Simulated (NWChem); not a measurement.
System: MgNH2F; SMILES [NH2][Mg][F]

```xyz
5

Mg     0.0000     0.0000    -0.0826
F      0.0000     0.0000    -1.8263
N      0.0000     0.0000     1.8037
H      0.0000    -0.8193     2.4010
H      0.0000     0.8193     2.4010
```
Atoms are numbered in this order, from 1.

Computed with NWChem. The geometry was optimised at B3LYP/6-31G* (spherical d).

Task: Estimate the computed values for LDA (Slater exchange, VWN5)/def2-SVP. Quantities: highest occupied level (eV); orbital gap (eV); dipole (D).

Result: 
| Property | Result |
|---|---|
| highest occupied level (eV) | -5.21 |
| orbital gap (eV) | 3.23 |
| dipole (D) | 2.44 |
